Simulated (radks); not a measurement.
The numbers below are computed, except where a source is named.
Problem. Mean orbital radii <r> (bohr) of the platinum ion Pt2+, [Xe] 4f14 5d8, of relativity; Dirac values are averaged over j with weights 2j + 1. Spin-unpolarised spherical Kohn-Sham, PBE, point nucleus unless stated (finite: rms radius 5.427 fm), a radial shooting solver on a logarithmic mesh with Libxc functionals. A level marked "c x" has the speed of light scaled by that factor and shares open shells by 2j + 1; other Dirac levels either fill j = l - 1/2 first or share by 2j + 1.

shell  non-rel.
2s      0.08181
2p      0.06915
3s       0.2067
3p       0.1970
3d       0.1722
4s       0.4564
4p       0.4611
4d       0.4706
4f       0.5032
5s        1.051
5p        1.145
5d        1.531

Give the values at the level "Dirac, c x 100".

Solution. 
shell  Dirac, c x 100  change of magnitude (%)
2s            0.08181                    0.00
2p            0.06915                    0.00
3s             0.2067                    0.00
3p             0.1970                    0.00
3d             0.1722                    0.00
4s             0.4564                    0.00
4p             0.4611                    0.00
4d             0.4706                    0.00
4f             0.5032                    0.00
5s              1.051                    0.00
5p              1.145                    0.00
5d              1.531                    0.00
